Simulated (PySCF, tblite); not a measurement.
Species: C6H10FN2P.
Geometry (GFN2-xTB, Å), atoms numbered from 1 in this order:
```xyz
20
C6H10FN2P angstrom
C     -1.754    1.071   -0.914
C     -1.508    0.102    0.238
C     -0.298   -0.801   -0.019
C     -0.110   -1.833    1.090
N      0.898    0.016   -0.105
N      1.252    0.764    0.923
C      2.344    1.429    0.661
P      3.053    1.184   -0.929
C      1.723    0.107   -1.162
F      1.429   -0.625   -2.242
H     -1.914    0.531   -1.845
H     -2.633    1.678   -0.715
H     -0.905    1.739   -1.044
H     -2.385   -0.531    0.379
H     -1.332    0.659    1.159
H     -0.414   -1.305   -0.984
H     -0.992   -2.463    1.167
H      0.751   -2.463    0.880
H      0.051   -1.325    2.037
H      2.740    2.078    1.422
```

The calculation used PBE0/pcSseg-1 in PySCF (dipole) on a GFN2-xTB geometry, gas phase.

Masses are those of the commonest isotopes; rigid-rotor values at the optimised geometry. The values belong to one conformer with, in the numbering `[CH3:1][CH2:2][C@H:3]([CH3:4])[n:5]1[n:6][cH:7][p:8][c:9]1[F:10]`, C1–C2–C3–C4 -176°, C2–C3–N5–N6 60°.

Q: Give the principal moments of inertia and the rotational constants in MHz.

A: Ia = 290.90, Ib = 595.20, Ic = 626.54 u·Å²; 505379 MHz·u·Å²/I gives A = 1737, B = 849.1, C = 806.6 MHz.

Q: Classify the top.

A: A near-prolate asymmetric top: κ = (2 × 849.1 − 1737 − 806.6)/(1737 − 806.6) = -0.91.

Q: What does the inertial defect say?

A: Not planar: Δ = Ic − Ia − Ib = -259.57 u·Å². For a rigid frame Δ = −2 Σ m c², so Σ m c² = 129.78 u·Å² lies off the ab plane: 29.57 from hydrogen and 100.21 from heavier atoms. The atom farthest from that plane is 2.65 Å away.

Q: Give the other two planar moments, Paa and Pbb, and the rms extents of the mass along the axes.

A: Paa = Σ m a² = (Ib + Ic − Ia)/2 = 465.42 and Pbb = Σ m b² = (Ia + Ic − Ib)/2 = 161.12 u·Å². With the mass M = 160.06 u, the rms extents √(P/M) along a, b and c are 1.71, 1.00, 0.90 Å.

Q: Where do the levels up to J = 3 lie, in cm⁻¹?

A: Above 0(0,0):
J = 1: 1(0,1) 0.0552, 1(1,1) 0.0849, 1(1,0) 0.0863
J = 2: 2(0,2) 0.1656, 2(1,2) 0.1939, 2(1,1) 0.1981, 2(2,1) 0.2870, 2(2,0) 0.2871
J = 3: 3(0,3) 0.3311, 3(1,3) 0.3574, 3(1,2) 0.3659, 3(2,2) 0.4527, 3(2,1) 0.4530, 3(3,1) 0.6044, 3(3,0) 0.6044
The levels of one J sum to (2J + 1)J(J + 1)(A + B + C)/3.

Q: Which lines would a microwave search look for?

A: The dipole components are |μa| = 2.39 D, |μb| = 0.05 D, |μc| = 0.33 D. Intensities carry the squares of the components, which stand as 1.00 : 0.00 : 0.02 (a : b : c). Some lines, for components of 0.1 D or more:

| type | branch | J(Ka,Kc) | MHz | lower level (cm⁻¹) |
| --- | --- | --- | --- | --- |
| c | Q | 3(1,3) ← 3(0,3) | 789 | 0.331 |
| c | Q | 2(1,2) ← 2(0,2) | 847 | 0.166 |
| c | Q | 1(1,1) ← 1(0,1) | 888 | 0.055 |
| a | R | 1(0,1) ← 0(0,0) | 1656 | 0.000 |
| c | R | 1(1,0) ← 0(0,0) | 2586 | 0.000 |
| c | Q | 3(2,2) ← 3(1,2) | 2602 | 0.366 |
| c | Q | 2(2,1) ← 2(1,1) | 2665 | 0.198 |
| a | R | 2(1,2) ← 1(1,1) | 3269 | 0.085 |
| a | R | 2(0,2) ← 1(0,1) | 3310 | 0.055 |
| a | R | 2(1,1) ← 1(1,0) | 3354 | 0.086 |
| c | R | 2(1,1) ← 1(0,1) | 4285 | 0.055 |
| c | Q | 3(3,1) ← 3(2,1) | 4541 | 0.453 |
| a | R | 3(1,3) ← 2(1,2) | 4903 | 0.194 |
| a | R | 3(0,3) ← 2(0,2) | 4961 | 0.166 |
| a | R | 3(2,2) ← 2(2,1) | 4967 | 0.287 |
| a | R | 3(2,1) ← 2(2,0) | 4973 | 0.287 |
| a | R | 3(1,2) ← 2(1,1) | 5030 | 0.198 |
| c | R | 3(1,2) ← 2(0,2) | 6004 | 0.166 |
| c | R | 2(2,0) ← 1(1,0) | 6020 | 0.086 |
| c | R | 2(2,1) ← 1(1,1) | 6061 | 0.085 |
| c | R | 3(2,1) ← 2(1,1) | 7639 | 0.198 |
| c | R | 3(2,2) ← 2(1,2) | 7759 | 0.194 |
| c | R | 3(3,0) ← 2(2,0) | 9514 | 0.287 |
| c | R | 3(3,1) ← 2(2,1) | 9515 | 0.287 |

Q: Estimate the classical rotational partition function at 100 K, 200 K and 298.15 K.

A: Point group C1, symmetry number σ = 1; q = (√π/σ)·√((kT/h)³/(ABC)), k/h = 20836.6 MHz/K: 155000 at 100 K, 437000 at 200 K, 796000 at 298.15 K.

Its GFN2-xTB frequencies are all real (lowest 27 cm⁻¹). Constants of a rigid frame at the computed geometry: no zero-point averaging, no centrifugal distortion. A rigid rotor knows nothing of internal rotation, which can split or shift real lines. Quadrupole hyperfine structure (14N) is left out.

The run took 38 s of wall time on one thread, x86-64 server (shared host). This is the PBE0/pcSseg-1 job that gave the dipole, with the shieldings it also computed.
